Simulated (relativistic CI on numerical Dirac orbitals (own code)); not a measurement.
## Hf58+: sensitivity of the levels to the model

Base calculation: Dirac-Coulomb-Breit CI, separate exchange-only KLI orbitals for each configuration, model QED, unscaled Slater integrals.

Configuration list (outside the closed core [Ne]): 3s2 3p2, 3s2 3p 3d, 3s 3p3, 3s2 3d2, 3p4, 3s 3p2 3d, 3p2 3d2, 3s 3p 3d2, 3p3 3d, 3s2 3d 4s, 3s2 3d 4p, 3s 3p 3d 4s, 3p3 4s, 3s2 3p 4s, 3s 3p 3d 4p, 3p3 4p, 3s2 3p 4p, 3p2 3d 4s, 3s2 3p 4d, 3p2 3d 4p, 3s 3p2 4s, 3s2 3p 4f, 3s 3p2 4p, 3s 3p2 4d, 3s 3p2 4f, 3s2 4s2, 3s2 3p 5s, 3s2 3p 5p, 3s2 4s 4p, 3s2 3p 5d, 3s2 3p 5f, 3s2 3p 5g, 3s2 4p2, 3s 3p 4s2, 3s 3p2 5s, 3s 3p 4s 4p. Levels of other configurations are missing.

Variants: (1) Breit term removed; (2) configuration mixing switched off. Shifts of the energy above 3s2 3p2 3P_0, in eV, for the lowest level and the first level of each name with at least 55 % of one term (blank where a level changes its place among those of its configuration and J or its character, or is not in the variant):

| Level | Base | Δ(1) | Δ(2) |
| --- | --- | --- | --- |
| 3s2 3p2 3P_0 | 0.00 | 0.00 | 0.00 |
| 3s2 3p2 3P_1 | 304.16 | +3.60 | +0.27 |
| 3s2 3p2 1D_2 | 313.31 | +4.08 | +0.72 |
| 3s2 3p 3d 3F°_2 | 517.21 | +5.32 | -1.10 |
| 3s2 3p2 3P_2 | 624.36 | +7.33 | +2.53 |
| 3s2 3p2 1S_0 | 644.40 | +6.82 | +3.89 |
| 3s 3p3 3D°_3 | 779.71 | +4.68 | +3.85 |
| 3s 3p3 3P°_0 | 791.17 | +3.68 | +9.16 |
| 3s 3p3 1D°_2 | 805.82 | +5.12 | +16.66 |
| 3s2 3p 3d 3P°_0 | 863.64 | +7.48 | -8.75 |
| 3s2 3p 3d 3F°_4 | 905.38 | +10.99 | -0.14 |
| 3s2 3p 3d 3D°_3 | 938.15 | +10.65 | -2.21 |
| 3s2 3p 3d 1P°_1 | 947.97 | +9.96 | -1.93 |
| 3s 3p2 3d 5D_0 | 965.26 | +3.86 | -1.93 |
| 3s 3p2 3d 3P_0 | 1049.52 | +5.20 | +4.79 |
| 3s 3p2 3d 3G_5 | 1059.21 | +8.35 | -4.01 |

At this charge energies of transitions that change n are usually good to better than 1 %, and those within a shell (Δn = 0) to a few per cent.

Ionisation energy from the two ground configurations alone: base 6148.14 eV; Breit term removed 6157.59 eV. The NIST ASD value (theoretical) is 6149 eV.

LS names give the leading component of a level, which can be under half, so a name can repeat, a term be missing and a line seem to break the LS rules.
